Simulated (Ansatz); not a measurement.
Reaction (ligand exchange at a B–O bond): `[SiH3]OB(S)O[SiH3]` + CH₃OH → `COB(S)O[SiH3]` + silanol

Gas-phase electronic energies from Ansatz, PBE0-D4/def2-TZVP geometries. CCSD(T)/CBS adds triple-zeta CCSD(T) − MP2 to the extrapolated MP2 energy (def2 sets, frozen cores). This one scheme is used for every species. Functionals use def2-TZVPP. B3LYP here is the variant with VWN-RPA as its local correlation; programs differ in this. One conformer a species, not always the lowest.

| level | ΔE (kcal/mol) |
| --- | --- |
| ωB97M-V | -1.8 |
| PBE0 | -2.1 |
| B3LYP | -2.2 |
| MP2/def2-TZVPP | -2.6 |
| SCS-MP2/def2-TZVPP | -2.2 |
| HF/def2-QZVPP | -0.5 |
| SCS-MP2/def2-QZVPP | -2.0 |
| HF/CBS(def2) | -0.5 |

(1) What does CCSD(T)/CBS give? (An estimate is asked.)

Largest T1 diagnostic among the species: 0.013.

Answers

(1) Computed: -1.8 kcal/mol. The listed levels differ from it by 0.0, -0.3, -0.4, -0.8, -0.4, 1.3, -0.2, 1.3 kcal/mol.

The D4 term adds +1.1 kcal/mol with B3LYP and +0.6 kcal/mol with PBE0; it sums over pairs of atoms, weighted by their polarisabilities, and B3LYP, whose exchange is more repulsive, gets the larger term. In def2-TZVPP, CCSD(T) changes the Hartree–Fock value by −1.4 kcal/mol (the triples alone add −0.3 kcal/mol) and MP2 by −1.8 kcal/mol.
